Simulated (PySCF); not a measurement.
**Correlation energy of Mg (magnesium, neutral)**

[Ne] 3s2, closed-shell 1S. All numbers are calculated (PySCF 2.14, the non-relativistic Hamiltonian (point nucleus), in aug-cc-pCVDZ (6s5p3d, 36 functions)). Frozen: [Ne]; 2 electrons correlated.

With two correlated electrons CCSD is exact within the correlated space (frozen core and kept virtual orbitals).

```
level  correlation energy (mhartree)
 CCSD                         -33.02
```

Diagnostics: T1 = 0.015, D1 = 0.0214, largest double amplitude 0.093.

Cost of the coupled-cluster step: about 0.18 core-seconds, for 2 correlated electrons.

Iterations:

```
CC2 = 0
CCSD nocc = 1, nmo = 31
frozen orbitals [0, 1, 2, 3, 4]
max_cycle = 100
direct = 0
conv_tol = 1e-08
conv_tol_normt = 1e-06
diis_space = 8
diis_start_cycle = 0
Init t2, MP2 energy = -199.630098752391  E_corr(MP2) -0.0217573189274931
Init E_corr(CCSD) = -0.0217573189455641
cycle = 1  E_corr(CCSD) = -0.028157481572052  dE = -0.00640016263  norm(t1,t2) = 0.051585
cycle = 2  E_corr(CCSD) = -0.0306171223872376  dE = -0.00245964082  norm(t1,t2) = 0.0252881
cycle = 3  E_corr(CCSD) = -0.0330098683431539  dE = -0.00239274596  norm(t1,t2) = 0.0134626
cycle = 4  E_corr(CCSD) = -0.0330072712223197  dE = 2.59712083e-06  norm(t1,t2) = 0.00113118
cycle = 5  E_corr(CCSD) = -0.0330212656297753  dE = -1.39944075e-05  norm(t1,t2) = 0.000137882
cycle = 6  E_corr(CCSD) = -0.033015051145157  dE = 6.21448462e-06  norm(t1,t2) = 3.42065e-05
cycle = 7  E_corr(CCSD) = -0.0330162944566714  dE = -1.24331151e-06  norm(t1,t2) = 7.69246e-06
cycle = 8  E_corr(CCSD) = -0.0330162171094031  dE = 7.73472683e-08  norm(t1,t2) = 1.643e-06
cycle = 9  E_corr(CCSD) = -0.0330161397691804  dE = 7.73402227e-08  norm(t1,t2) = 5.47094e-07
cycle = 10  E_corr(CCSD) = -0.0330161272406865  dE = 1.25284939e-08  norm(t1,t2) = 9.31258e-08
cycle = 11  E_corr(CCSD) = -0.0330161275473079  dE = -3.0662145e-10  norm(t1,t2) = 3.06712e-08
CCSD converged
E(CCSD) = -199.6413575610108  E_corr = -0.03301612754730795
```
